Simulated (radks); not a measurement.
Results of a calculation; reference values are marked as such.
Spherical quantum dot in the effective-mass picture: electrons in a hard-walled sphere of radius 2.16, with a point charge +1 (a donor) at the centre, all in effective atomic units (hartree* = m*/eps^2 hartree, bohr* = eps/m* bohr), one dielectric constant everywhere. Level of theory: non-relativistic Kohn-Sham, PBEsol, spin-polarised, spherical densities (a radial shooting solver with Libxc functionals). Levels are named by radial order and angular momentum (1s, 1p, 1d, 2s, ...), and open shells are averaged over m.

N = 11, configuration 1s2 1p6 1d(up 3, down 0). This is the lowest configuration that the search found. Occupied and some empty levels:

level    occupation  eigenvalue (hartree*)  <r> (bohr*)
1s up             1                 6.9709        1.156
1s down           1                 7.0540        1.139
1p up             3                 7.9276        1.359
1p down           3                 8.0393        1.353
1d up             3                 9.1556        1.456
1d down           0                 9.2784        1.454
2s up             0                 9.7291       0.9995
2s down           0                 9.7812        1.009
1f up             0                 10.693        1.524
1f down           0                 10.822        1.522
2p up             0                 12.209        1.128
2p down           0                 12.275        1.129

Energy (hartree*): total 50.9728, kinetic 26.424, external -9.1330, Hartree 40.508, exchange-correlation -6.8266.

Electron density:

r (bohr*)  n(r) (e/bohr*^3)
0.0556               0.4759
0.217                0.3835
0.379                0.3564
0.541                0.3728
0.703                0.4172
0.864                0.4742
1.03                 0.5246
1.19                 0.5459
1.35                 0.5169
1.51                 0.4273
1.67                 0.2893
1.83                 0.1428
2.00                0.03637
2.16             0.00003211
